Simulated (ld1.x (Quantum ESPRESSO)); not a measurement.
# Logarithmic derivatives: Te (Z = 52), TM

ld1.x (Quantum ESPRESSO) 7.5 input, shortened:

```
&input
   title='Te', zed=52., rel=2, dft='PBE', iswitch=3,
   config='[Kr] 4d10 5s2 5p2', rel_dist='average'
 /
 &inputp
   pseudotype=2, tm=.true., lloc=-2, rcloc=1.55,
   nlcc=.true.
 /
3
5S  1  0   2.00   0.00  1.35  1.35  0.0
5P  2  1   2.00   0.00  1.60  1.60  0.0
4D  3  2  10.00   0.00  1.40  1.40  0.0
 &test
   configts(1)='4d10 5s2 5p2'
 /
```

Open shells are filled in proportion to 2j + 1 (rel_dist='average').

The phase is arctan(r·u′/u) with u = r·R(r), unwrapped; energies in Ry, scanned from -6 to 5 Ry. A pole is an energy at which the radial function vanishes at the test radius. The pseudo phase is shifted by a multiple of π to meet the all-electron one at the reference energy, and phase errors are pseudo minus all-electron; the curves can meet again beyond the range given. Levels narrower than the energy grid can be missing from the lists of poles.

| channel | radius (bohr) | reference energy (Ry) | poles, all-electron | poles, pseudo | unbroken range about the reference energy with phases within 0.05 rad | phase error 1 Ry above the reference energy (rad) |
| --- | --- | --- | --- | --- | --- | --- |
| s | 1.74 | -2.40 | 4.15 | -1.13 | below -1.9 | -0.246 |
| p1/2 | 1.74 | -1.69 | none | 1.86 | below -0.8 | -0.066 |
| p3/2 | 1.74 | -1.61 | none | 1.53 | below -0.8 | -0.092 |
| d3/2 | 1.74 | -4.54 | -3.99 | -3.98 | below 0.3 | +0.003 |
| d5/2 | 1.74 | -4.44 | -3.85 | -3.85 | below 0.4 | +0.003 |

Phases in the p1/2 channel:

```
E (Ry)  all-electron  pseudo
 -6.00         1.281   1.255
 -5.74         1.269   1.244
 -5.48         1.256   1.233
 -5.22         1.243   1.220
 -4.96         1.228   1.206
 -4.70         1.211   1.190
 -4.44         1.192   1.172
 -4.18         1.171   1.152
 -3.92         1.147   1.129
 -3.66         1.120   1.103
 -3.40         1.088   1.072
 -3.14         1.050   1.036
 -2.88         1.005   0.994
 -2.62         0.951   0.943
 -2.36         0.885   0.879
 -2.10         0.803   0.800
 -1.84         0.700   0.699
 -1.58         0.568   0.568
 -1.32         0.403   0.397
 -1.06         0.201   0.179
 -0.80        -0.031  -0.082
 -0.54        -0.272  -0.360
 -0.28        -0.495  -0.621
 -0.02        -0.686  -0.838
  0.24        -0.840  -1.011
  0.50        -0.962  -1.146
  0.76        -1.058  -1.254
  1.02        -1.135  -1.344
  1.28        -1.197  -1.421
  1.54        -1.248  -1.490
  1.80        -1.290  -1.556
  2.06        -1.326  -1.622
  2.32        -1.357  -1.692
  2.58        -1.384  -1.773
  2.84        -1.407  -1.873
  3.10        -1.428  -2.006
  3.36        -1.447  -2.197
  3.62        -1.463  -2.486
  3.88        -1.478  -2.901
  4.14        -1.492  -3.359
  4.40        -1.505  -3.720
  4.66        -1.517  -3.958
  4.92        -1.528  -4.114
```
